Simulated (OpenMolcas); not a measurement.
Ionisation energies of xenon

```yaml
Program: OpenMolcas 26.06
Basis: ANO-RCC [10s9p8d5f3g]
Scalar_Hamiltonian: DKH2, point nucleus
Spin-orbit_coupling: state interaction with AMFI integrals over the reference wave functions, term energies averaged over their components
```

Active shells in each charge state: the valence s, p shells, with orbitals averaged over the low states. Where CASPT2's correlated closed shells are named, they are those of the first ion.

A. CASSCF
B. SS-CASPT2, IPEA 0.25 Eh, imaginary shift 0.1 Eh (closed shells correlated: 4d)
C. SS-CASPT2, IPEA 0 Eh, imaginary shift 0.1 Eh (closed shells correlated: 4d)
D. SS-CASPT2, IPEA 0.25 Eh, imaginary shift 0.1 Eh (closed shells correlated: none)
E. SS-CASPT2, IPEA 0.25 Eh, imaginary shift 0.1 Eh (closed shells correlated: 4s 4p 4d)

Energies in eV between the lowest computed levels, named as in B; reference values from the NIST Atomic Spectra Database with their kind.

```csv
From,To,A,B,C,D,E,Spin-orbit share in B,Reference
Xe4+ 5s2 5p2 3P0,Xe5+ 5s2 5p 2P* 1/2,53.568,54.695,54.778,54.212,54.715,+0.361,54.100 (semi-empirical)
Xe5+ 5s2 5p 2P* 1/2,Xe6+ 5s2 1S0,65.202,66.527,66.611,65.898,66.575,+1.161,66.703 (measured)
Xe6+ 5s2 1S0,Xe7+ 5s 2S 1/2,90.565,91.775,91.779,90.653,91.885,+0.000,91.600 (semi-empirical)
Xe7+ 5s 2S 1/2,Xe8+ 4d10 1S0,104.192,105.882,105.919,104.192,106.037,+0.000,105.978 (measured)
```

Steps that some method lacks are left out, and so are those with a state whose active s or d shell is doubly occupied in every root (s and p with five to eight electrons, d10) over a frozen core shell of the same l, since the two then mix freely.

Error against the reference values, in %:

```
From       Reference     A     B     C     D     E
Xe4+  semi-empirical  -1.0  +1.1  +1.3  +0.2  +1.1
Xe5+        measured  -2.3  -0.3  -0.1  -1.2  -0.2
Xe6+  semi-empirical  -1.1  +0.2  +0.2  -1.0  +0.3
Xe7+        measured  -1.7  -0.1  -0.1  -1.7  +0.1
```

Mean absolute error over the 2 measured values: A 1.64 eV, B 0.14 eV, C 0.08 eV, D 1.30 eV, E 0.09 eV. C lies closest.

* marks odd parity.
